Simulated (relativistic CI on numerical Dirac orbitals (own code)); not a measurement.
## Co⁺: from the plainest model towards the measured levels

Calculated with a relativistic CI code on KLI orbitals (one set per configuration, finite nucleus), adding one ingredient at a time: step 1, Dirac-Coulomb, each configuration alone; step 2, with Breit and QED terms; step 3, with configuration mixing; step 4, with scaled Slater integrals (0.85); step 5, with a P86 correlation estimate; step 6, tied to the ionisation limit. P86 is a density functional for the correlation energy, evaluated here for each configuration and added to its levels. Step 6 is semi-empirical: configurations made of the next ion and one excited electron move by 13239 cm⁻¹, so that their limit matches the tabulated ionisation energy, and those with a non-penetrating f or g electron also take the P86 value of the least penetrating other one.

Configuration list (outside the closed core [Ar]): 3d8, 3d7 4s, 3d7 4p, 3d7 5s, 3d6 4s 4p, 3d7 4d, 3d7 5p, 3d7 4f, 3d7 5d, 3d7 5f, 3d6 4s2, 3d5 4s2 4p, 3d5 4s2 5s, 3d5 4s2 4d, 3d5 4s2 5p, 3d5 4s2 4f.

Computed minus measured energy above the ground level, in cm⁻¹, for 4 of the 14 excited levels that pair in every step (one J of a term; a digit in brackets numbers repeated terms):

| Configuration | Term | J | Measured | Step 1 | Step 2 | Step 3 | Step 4 | Step 5 | Step 6 |
| --- | --- | --- | --- | --- | --- | --- | --- | --- | --- |
| 3d8 | a 3F | 3 | 950 | 20 | -44 | -64 | -73 | -72 | -70 |
| 3d7 4s | a 5F | 5 | 3350 | -14610 | -14458 | -13678 | -11356 | -7599 | 5585 |
| 3d7 4s | b 3F | 4 | 9813 | -11676 | -11526 | -11005 | -10066 | -6301 | 6879 |
| 3d7 4p | z 5G° | 5 | 47346 | -17584 | -17514 | -17041 | -14915 | -10056 | 3054 |

Mean absolute errors in cm⁻¹, over all paired levels and for the configurations:

```tsv
Configuration, levels	Step 1	Step 2	Step 3	Step 4	Step 5	Step 6
all, 14	12753	12679	12152	10515	6978	4328
3d8, 2	35	52	79	93	92	89
3d7 4s, 8	13492	13380	12697	10898	7138	6045
3d7 4p, 4	17633	17588	17099	14960	10102	3013
```

Measured levels: NIST Handbook of Basic Atomic Spectroscopic Data (Sansonetti and Martin, J. Phys. Chem. Ref. Data 34, 1559 (2005)).

Q: What does each ingredient do to the ground and the excited configurations, and where is the model closest to experiment?

A: The Breit and QED terms change the top of the ground term (measured 1597) from 1647 to 1537. Mixing lowers the ground level by 831; relative to it the configurations that move most are 3d7 4s by +683, 3d7 4p by +489. The P86 estimate moves 3d7 4p by +4859, 3d7 4s by +3760, and takes the mean absolute error of the excited configurations from 12252 to 8126. Step 6 takes that error from 8126 to 5034; the error more than halves for 3d7 4p. The mean absolute error is lowest at step 6 (4328 cm⁻¹), and the largest single drop is from step 4 to 5 (10515 to 6978).
